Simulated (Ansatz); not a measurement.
Consider the ligand exchange at the Si–C bond: `C[SiH](N)CO` + CH₃NH₂ → `CN[SiH](C)N` + CH₃OH.

Calculated with Ansatz (gas phase, PBE0-D4/def2-TZVP geometries, no zero-point term in ΔE). CCSD(T)/CBS adds triple-zeta CCSD(T) − MP2 to the extrapolated MP2 energy (def2 sets, frozen cores). This one scheme is used for every species. DFT in def2-TZVPP. One conformer a species, not always the lowest.

```tsv
level	ΔE (kJ/mol)
PBE-D4	-62.6
HF/def2-TZVPP	-87.8
CCSD/def2-TZVPP	-75.7
CCSD/CBS(def2)	-76.7
```

(1) What does CCSD(T)/CBS give? (Estimate.)

Largest T1 diagnostic among the species: 0.010.

Answers

(1) The calculation gave: -74.5 kJ/mol. The listed levels differ from it by 11.9, -13.3, -1.2, -2.2 kJ/mol.

From PBE to PBE0 (25 % exact exchange), in def2-TZVPP and without D4, ΔE moves by −5.7 kJ/mol. In def2-TZVPP, CCSD(T) changes the Hartree–Fock value by +14.4 kJ/mol (the triples alone add +2.2 kJ/mol) and MP2 by +11.1 kJ/mol.

CCSD(T)/CBS has its own doubt, a few kJ/mol and more with outer-core shells, so smaller differences from it don't rank the levels.
